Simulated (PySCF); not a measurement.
H₅SbSiTe₂, SMILES [TeH][Sb]([TeH])[SiH3].

Coordinates come from a PBE0-D3(BJ)/def2-SVP optimisation. The def2 effective core potentials stand for the cores of Sb, Te; spin–orbit coupling is left out.

Computed with PySCF with TDA-LC-ωPBE/def2-SVPD.

Vertical excitations. Isolated molecule, no solvent.

Question: Estimate the UV-visible absorptions. (Estimate from the structure and the level; the computed values follow.)

Answer: 
| state | energy (eV) | λ (nm) | f | main pairs |
|---|---|---|---|---|
| S1 | 3.55 | 350 | 0.008 | HOMO→LUMO 67 %, HOMO−1→LUMO+1 22 % |
| S2 | 3.68 | 337 | 0.010 | HOMO−1→LUMO 46 %, HOMO→LUMO+1 36 % |
| S3 | 4.47 | 277 | 0.035 | HOMO−1→LUMO 46 %, HOMO→LUMO+1 34 %, HOMO−2→LUMO 13 % |
| S4 | 4.75 | 261 | 0.005 | HOMO→LUMO+2 42 %, HOMO−1→LUMO+4 15 %, HOMO→LUMO+3 10 % |
| S5 | 4.87 | 255 | 0.002 | HOMO−2→LUMO 30 %, HOMO→LUMO+4 24 %, HOMO−1→LUMO+2 18 %, HOMO→LUMO+6 6 % |
| S6 | 4.93 | 251 | 0.040 | HOMO−2→LUMO 42 %, HOMO→LUMO+1 22 %, HOMO−1→LUMO+2 8 %, HOMO→LUMO+4 7 % |
| S7 | 5.11 | 243 | 0.255 | HOMO−2→LUMO+1 53 %, HOMO−1→LUMO+1 28 % |
| S8 | 5.27 | 235 | 0.087 | HOMO−1→LUMO+1 37 %, HOMO−2→LUMO+1 34 %, HOMO→LUMO 16 % |
| S9 | 5.72 | 217 | 0.010 | HOMO−1→LUMO+2 49 %, HOMO−2→LUMO+2 15 %, HOMO−1→LUMO+3 8 % |
| S10 | 5.86 | 211 | 0.021 | HOMO→LUMO+2 37 %, HOMO→LUMO+3 19 %, HOMO−1→LUMO+4 13 %, HOMO−3→LUMO 6 % |
| T1 | 3.03 | 409 | 0 | HOMO→LUMO 73 %, HOMO−1→LUMO+1 16 % |
| T2 | 3.14 | 394 | 0 | HOMO−1→LUMO 71 %, HOMO→LUMO+1 18 % |
| T3 | 3.53 | 351 | 0 | HOMO−2→LUMO 46 %, HOMO→LUMO+1 30 % |
| T4 | 3.64 | 340 | 0 | HOMO−1→LUMO+1 53 %, HOMO−2→LUMO+1 19 %, HOMO−3→LUMO 10 % |
Triplets are in the Tamm–Dancoff approximation.
